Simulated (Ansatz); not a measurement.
Job for Ansatz (a quantum-chemistry and plane-wave program): U-wB97X-V/def2-TZVPP on hydrogen telluride (SMILES [TeH2]), a point of a bond scan (R = 5.316 Å). Elements past Kr take the def2 small-core potentials; no spin–orbit coupling.

Ansatz 0.2 input:
```yaml
crystal:
  periodic: [false, false, false]
  atoms:
    - {symbol: Te, position_ang: [0.00005303, 0.04331076, 0.00164716]}
    - {symbol: H, position_ang: [-3.77745801, -3.69459010, -0.12830081]}
    - {symbol: H, position_ang: [1.17766186, -1.12737630, -0.04669061]}
basis:
  gaussian:
    orbitals: def2-TZVPP
hamiltonian:
  xc: {name: wB97X-V}
magnetization: {spin_polarized: true, initial_magnetization: 0}
```

The head of its log:

```
WARN ansatz: RAYON_NUM_THREADS=1 ignored (pool sized by the plan → 1); use --threads N
Functional definition: wB97X-V
integrals: 0.02 GiB planned
529 factors; their error is unknown
integrals: 0.05 GiB planned
124 factors; integrals over basis functions are off by at most 8.2e-5 eV
mean field: 0.29 GiB planned
mean field evaluation 1: about -7312.3387 eV, gradient 1.0e1 eV
mean field evaluation 2: about -7307.8934 eV, gradient 2.7e1 eV
```

Question: What total energy does the run end on?

Answer: -269.0766 hartree. Its determinant has ⟨S²⟩ = 1.00, a mixture of spin states.
